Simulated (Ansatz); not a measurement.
Compare A (`B[CH2][GeH3]`) with its isomer B (`C[BH][GeH3]`).

Gas-phase electronic energies from Ansatz, PBE0-D4/def2-TZVP geometries. CCSD(T)/CBS is the MP2 limit (def2-TZVPP, def2-QZVPP) plus CCSD(T) − MP2 in def2-TZVPP, frozen cores. Functionals use def2-TZVPP. B3LYP here is the variant with VWN-RPA as its local correlation; programs differ in this. For Ge outer-core shells are correlated without core-valence functions, which leaves a few kJ/mol of doubt a bond. Scalar relativity is left out up to krypton.

Which isomer does CCSD(T)/CBS put lower? Give the gap. (Best estimate.)

Computed: A, by 11.5 kJ/mol.

Give E(B) − E(A) in kJ/mol with ωB97M-V, CCSD(T)/def2-TZVPP, CCSD/def2-TZVPP, LDA (SPW92), BLYP-D4, B3LYP, B3LYP-D4. (An estimate is asked.)

Ansatz gave: ωB97M-V 11.1, CCSD(T)/def2-TZVPP 13.1, CCSD/def2-TZVPP 11.9, LDA (SPW92) 2.3, BLYP-D4 7.0, B3LYP 6.2, B3LYP-D4 8.2. None reverses the order clearly.

Does the order hold for the free energy at 298.15 K (harmonic terms from PBE0-D4)? (Estimate.)

The calculation gave: Yes: G(B) − G(A) = +11.0 kJ/mol. Modes under 60 cm⁻¹, often nearly free rotors, make the harmonic entropy too high.

Largest T1 diagnostic: 0.012.

Leaving LDA and LC-ωPBE aside and taking each functional with its dispersion term where it has one, the values, not all of them listed here, spread over 8.0 kJ/mol, from PBE-D4 to PBE-QIDH. From BLYP to BHLYP (50 % exact exchange), in def2-TZVPP and without D4, E(B) − E(A) moves by +5.0 kJ/mol.
